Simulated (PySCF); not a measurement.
**Vertical excitation energies**

Ag(NH3)Cl (singlet state).
SMILES: `[NH3]->[Ag][Cl]`

Theory: TDDFT B3LYP/def2-SVPD, vertical, gas phase, core orbitals frozen in the response, def2 core potentials past Kr in PySCF 2.14.0, density-fitted response routines. Isolated species at its PBE0-D3(BJ)/def2-SVP geometry, gas phase. Spin–orbit coupling is left out.

Question: List the vertical singlet excitations with oscillator strengths and describe the spectrum.

Answer: 

| state | E (eV) | ν̃ (cm⁻¹) | f | \|μ\| (D) | symmetry | main configurations (H = HOMO, L = LUMO) |
| --- | --- | --- | --- | --- | --- | --- |
| S1 | 4.28 | 34530 | 0.0062 | 0.62 | E | H-1/H→L (98%) |
| S2 | 4.28 | 34530 | 0.0062 | 0.62 | E | H-1/H→L (98%) |
| S3 | 4.82 | 38900 | 0.036 | 1.41 | A1 | H-2→L (96%) |
| S4 | 5.79 | 46730 | 0.0000 | 0.01 | – | H-1/H→L+1/L+2 (≥87%) |
| S5 | 5.80 | 46810 | 0.0000 | 0.03 | – | H-1/H→L+1/L+2 (≥79%) |
| S6 | 5.80 | 46810 | 0.0000 | 0.03 | – | H-1/H→L+1/L+2 (≥79%) |
| S7 | 5.99 | 48300 | 0.017 | 0.85 | E | H-1/H→L+3 (≥95%) |
| S8 | 5.99 | 48300 | 0.017 | 0.85 | E | H-1/H→L+3 (≥95%) |
| S9 | 6.04 | 48710 | 0.024 | 1.03 | A1 | H-1/H→L+1/L+2 (≥61%), H-2→L+3 (10%) |

Triplets (Tamm–Dancoff): T1 4.12 eV, H-1/H→L (≥94%); T2 4.12 eV, H-1/H→L (≥94%); T3 4.34 eV, H-2→L (92%).

The lowest singlet level (S1/S2) lies at 4.28 eV (290 nm, ultraviolet) and is weak. The strongest level in the table is S3 at 4.82 eV (257 nm, f = 0.036). S1/S2, S4/S5/S6 and S7/S8 lie within about 0.01 eV of each other in each set; the point group C3v has degenerate representations, and within a degenerate level the listed configurations can mix freely. For S1 the Löwdin share of silver is 13% in HOMO and 47% in LUMO; for S3 the Löwdin share of silver is 49% in HOMO-2 and 47% in LUMO. Orbital energies (eV): HOMO-3 -8.99, HOMO-2 -7.10, HOMO-1 -6.61, HOMO -6.61, LUMO -1.54, LUMO+1 0.08, LUMO+2 0.08. Weighted by f, the mean energy of these states is 5.40 eV. Symmetry labels in C3v follow from the direction of the transition dipole and are given only for states with f of 0.002 or more. Orbitals of the list HOMO-3 to LUMO+2 that lie within 0.01 eV of each other are written together with a slash and their weights summed (≥ marks a lower bound); for degenerate orbitals outside that list single weights are arbitrary. Singlets were solved by full linear response, triplets in the Tamm–Dancoff approximation. The highest level found (6.28 eV, f 0.0000 so far) is left out, since the window may have cut off a degenerate partner.

On Arm Neoverse V2, one thread, shared host, this took 7.3 s.
